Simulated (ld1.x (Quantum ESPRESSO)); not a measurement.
# What one change does to a pseudopotential (carbon (C), RRKJ)

| Item | Value |
| --- | --- |
| Element | C (Z = 6) |
| Generator | ld1.x (Quantum ESPRESSO) 7.5 |
| Type | norm-conserving RRKJ (Kleinman–Bylander form) |
| Functional | PBE |
| Relativity | non-relativistic |
| Frozen core | [He] |
| Valence charge | 4 |
| Reference configuration | 2s2 2p0.5 (charge +1.5) |
| Partial waves | 2s (bound): rc 1.00 bohr; 2p (bound): rc 1.85 bohr; 3d channel at 0.25 Ry: rc 1.55 bohr |
| Local potential | all-electron potential smoothed inside 1.10 bohr (lloc = -1) |
| Core correction | Bessel-smoothed model core inside 0.50 bohr |

All-electron outer shells of the reference configuration (PBE, non-relativistic, ld1.x):

| shell | level (eV) | outermost node (bohr) | outermost maximum (bohr) |
| --- | --- | --- | --- |
| 2s | -32.77 | 0.37 | 1.16 |
| 2p | -24.05 | – | 1.06 |

Change: type TM; local potential all-electron potential smoothed inside 1.40 bohr (lloc = -1).

Cutoffs: the cutoffs (Ry, on a coarse ladder) from which the occupation-weighted sum of valence levels, in a spherical-Bessel basis at the reference potential, stays within 10 and 1 mRy of its value at 400 Ry; they do not see the model core or the augmentation charge, which bear on the density cutoff. Errors are all-electron minus pseudo energies relative to the spin-unpolarised reference configuration.

**Question.** What does the change do?

**Answer.** The potential gets neither clearly harder nor softer (50 Ry and 80 Ry → 40 Ry and 100 Ry); of the 7 tests that both files solve, the error grows in 0 and shrinks in 5 by more than 15 % and 0.3 meV (median size 82.9 → 64.3 meV); neither file shows a bound ghost.

| quantity | base | changed |
| --- | --- | --- |
| cutoff, loose | 50 Ry | 40 Ry |
| cutoff, tight | 80 Ry | 100 Ry |
| loose cutoff by channel (10 mRy a level) | s 45 Ry, p 30 Ry | s 35 Ry, p 30 Ry |
| bound ghosts | none | none |
| error for 2s2 2p2, meV [ΔE -21.10 eV] | +83 | +64 |
| error for 2s2 2p1, meV [ΔE -10.23 eV] | +20 | +16 |
| error for 2s2 2p0, meV [ΔE 13.93 eV] | +38 | +30 |
| error for 2s2 2p2.3, meV [ΔE -22.26 eV] | +92 | +71 |
| error for 2s1 2p3, meV [ΔE -12.64 eV] | +141 | +114 |
| error for 2s0 2p4, meV [ΔE -4.15 eV] | +199 | +171 |
| error for 2s1 2p2, meV [ΔE -1.50 eV] | +64 | +56 |
| s: phases at 1.99 bohr within 0.05 rad from the reference energy up to (Ry; the scan ends near 5) | 2.1 | 2.1 |
| p: phases at 1.99 bohr within 0.05 rad from the reference energy up to (Ry; the scan ends near 5) | 1.3 | 1.4 |
| d: phases at 1.99 bohr within 0.05 rad from the reference energy up to (Ry; the scan ends near 5) | to the end of the scan | to the end of the scan |
